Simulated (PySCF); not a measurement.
# Manganese: a sound run and one with changed settings

Sound run: Mn [Ar] 3d5 4s2, Mn⁺ [Ar] 3d5 4s1. All numbers are calculated (PySCF 2.14, the non-relativistic Hamiltonian (point nucleus), in cc-pVDZ (6s5p3d1f, 43 functions)). In the sound run the correlated levels freeze [Ar]. The sound run starts from symmetry-adapted Hartree-Fock orbitals and uses a fine grid where one is needed.

Changed run: scalar relativity by spin-free X2C-1e. This setting is unsound on purpose.

```json
{"species": "Mn", "method": "UHF", "sound run (hartree)": "-1149.86769", "changed run (hartree)": "-1156.12050", "converged": "yes"}
{"species": "Mn", "method": "M06-L", "sound run (hartree)": "-1150.95497", "changed run (hartree)": "-1157.20874", "converged": "yes"}
{"species": "Mn", "method": "MN15", "sound run (hartree)": "-1151.06038", "changed run (hartree)": "-1157.30770", "converged": "yes"}
{"species": "Mn", "method": "MP2", "sound run (hartree)": "-1149.96641", "changed run (hartree)": "-1156.21995", "converged": "yes"}
{"species": "Mn⁺", "method": "UHF", "sound run (hartree)": "-1149.64787", "changed run (hartree)": "-1155.89926", "converged": "yes"}
{"species": "Mn⁺", "method": "M06-L", "sound run (hartree)": "-1150.67777", "changed run (hartree)": "-1156.93002", "converged": "yes"}
{"species": "Mn⁺", "method": "MN15", "sound run (hartree)": "-1150.79118", "changed run (hartree)": "-1157.03652", "converged": "yes"}
{"species": "Mn⁺", "method": "MP2", "sound run (hartree)": "-1149.71485", "changed run (hartree)": "-1155.96668", "converged": "yes"}
```

Ionisation energy of Mn:

```tsv
method	sound run (eV)	changed run (eV)
UHF	5.982	6.020
M06-L	7.543	7.584
MN15	7.325	7.379
MP2	6.845	6.892
SCS-MP2	7.027	7.074
```

Most of the change in total energy is the relativistic energy itself. On top of that the contraction fixes the core shape for the Hamiltonian it was made with, so the changed run is not a good calculation with the other Hamiltonian either.

For comparison, NIST gives 7.434 eV between the lowest levels.
